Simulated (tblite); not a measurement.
C7H7O (SMILES COc1c[c]ccc1), doublet, geometry from GFN2-xTB; GFN1-xTB (tblite 0.6.0).

Here is a job for tblite.
```
$ tblite run mol.xyz --method gfn1 --charge 0 --spin 1 --efield 0,0,0.1 --json tblite.json --no-restart

# file mol.xyz
15

C     -2.71619382    -0.23922739    -0.19628036
O     -1.71539726     0.65853627     0.21840802
C     -0.41327180     0.28001990     0.10394132
C      0.53555447     1.22374249     0.53624467
C      1.84761222     0.89309559     0.44236858
C      2.33454345    -0.28859707    -0.04028834
C      1.38981155    -1.21596845    -0.46553379
C      0.03451983    -0.93768379    -0.39531439
H     -3.66172997     0.26925835    -0.01436561
H     -2.68795508    -1.16808676     0.38276678
H     -2.63033428    -0.47227146    -1.26267211
H      0.18687774     2.16797733     0.92332803
H      3.38939188    -0.50524518    -0.09496425
H      1.71856499    -2.16835611    -0.85676246
H     -0.66709266    -1.68385402    -0.73542069
```

Output, abridged:

```
xTB calculator
 | screened Coulomb repulsion
 | Coulomb electrostatics
 |  * isotropic Klopman-Ohno-Mataga-Nishimoto electrostatics
 |  * onsite third-order electrostatics
 | DFT-D3(BJ) dispersion correction
 | Interactions (1)
 | [1] electric field

halogen bonding energy    0.0000000000000E+00 Eh
repulsion energy          3.4307168161536E-01 Eh
dispersion energy        -6.3366186835943E-03 Eh
interaction energy        0.0000000000000E+00 Eh
number of electrons       4.1000000000000E+01 e
integral cutoff           1.9731147476801E+01 bohr

------------------------------------------------------------
  cycle        total energy    energy error   density error
------------------------------------------------------------
      1     -23.06767814365  -2.3404413E+01   4.3280163E-01
      2     -23.15577718767  -8.8099044E-02   2.5278814E-01
      3     -23.15315247188   2.6247158E-03   5.0272184E-02
      4     -23.15728444050  -4.1319686E-03   1.2060000E-02
      5     -23.15875420999  -1.4697695E-03   1.4338032E-03
      6     -23.15876479455  -1.0584566E-05   4.5421990E-04
      7     -23.15876584733  -1.0527765E-06   1.2725139E-04
      8     -23.15876589484  -4.7513758E-08   5.0969352E-05
      9     -23.15876590450  -9.6516075E-09   1.1352310E-05
------------------------------------------------------------

electronic energy        -2.3495500967428E+01 Eh
total energy             -2.3158765904496E+01 Eh

Post processing:
 | Mayer-Wiberg bond orders

[Info] JSON dump of results written to 'tblite.json'
```
